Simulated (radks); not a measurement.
The numbers below are computed, except where a source is named.
Problem. The mean radii <r> (bohr) of the occupied orbitals of an atom or ion are listed with their occupations. Level of theory: scalar-relativistic Kohn-Sham, XLYP, spin-unpolarised, spherical densities, point nucleus (a radial shooting solver on a logarithmic mesh with Libxc functionals).

| orbital | occ. | <r> |
|---|---|---|
| 1s | 2 | 0.03706 |
| 2s | 2 | 0.1626 |
| 2p | 6 | 0.1417 |
| 3s | 2 | 0.4586 |
| 3p | 6 | 0.4622 |
| 3d | 10 | 0.4526 |
| 4s | 2 | 1.212 |
| 4p | 6 | 1.369 |
| 5s | 2 | 3.736 |
| 4d | 2 | 2.305 |

Name the element and its charge.

Solution. Z = 40, zirconium, charge 0: Zr in [Kr] 4d2 5s2. The 1s radius gives Z: for a bare nucleus <r> = (2 gamma + 1)/(2Z) with gamma = sqrt(1 - (Z/c)^2), 0.03641 bohr for Z = 40, and screening makes it slightly larger (0.03706 here). The occupations add up to 40, and the charge is Z minus that.
